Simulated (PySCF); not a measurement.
Assignment exercise: C₅H₁₁N₃Si

Bonds (- single, = double, # triple, : aromatic): C1-C2, C2:N3, N3:N4, N4:C5, C5:N6, N6-Si7, Si7-C8, Si7-C9, N6:C2. C1 carries H10, H11, H12; C5 carries H13; Si7 carries H14; C8 carries H15, H16, H17; C9 carries H18, H19, H20.

Gas phase, no relativistic terms, averaged over atoms made equivalent by symmetry, fast rotation or ring inversion, single conformer. GIAO HF/pcSseg-1 shieldings; structure optimised with PBE0-D3(BJ)/def2-SVP; PySCF 2.14.0 with density-fitted response routines.

References, each an isolated molecule treated in the same way: ¹³C, ¹H vs TMS.

Problem. Assign these signals to the numbered atoms. ¹³C{¹H} NMR (computed): δ 162.0, 153.1, 14.2, -0.6.

Solution. 
| δ (ppm) | atoms | environment | reason |
| --- | --- | --- | --- |
| 162.0 | C2 | substituted aromatic carbon next to a ring nitrogen | – |
| 153.1 | C5 | aromatic CH between two ring heteroatoms | – |
| 14.2 | C1 | methyl carbon on an aromatic ring | aliphatic region, no heteroatom directly attached |
| -0.6 | C8/C9 | methyl carbon bonded to Si | an electropositive neighbour leaves it electron-rich and shielded |

Problem. Assign these signals to the numbered atoms. ¹H NMR (500 MHz, computed): δ 7.93 (s, 1H), 4.72 (sept, 1H), 2.52 (s, 3H), 0.41 (d, 6H).

Solution. 
```tsv
δ (ppm)	atoms	environment	reason
7.93	H13	hydrogen on an aromatic CH between two ring heteroatoms	ring-current deshielding
4.72	H14	hydrogen on a silicon bonded to 2 C, N	–
2.52	H10/H11/H12	hydrogen on a methyl carbon on an aromatic ring	benzylic-type position, deshielded by the ring
0.41	H15/H16/H17/H18/H19/H20	hydrogen on a methyl carbon bonded to Si	an electropositive neighbour shields it, as in TMS itself
```

Shifts are as computed. Against solution values, carbons near 30 ppm lie about -0 ppm off and those near 130 ppm about +7 ppm. Of 1313 compounds with measured shifts, 239 miss one by over three times the rms of a fit or turn the order of signals round; such compounds aren't used in these exercises. Multiplicities follow the n + 1 count of equivalent neighbours, as no J values were calculated; m marks all less simple cases, F and P coupling included.
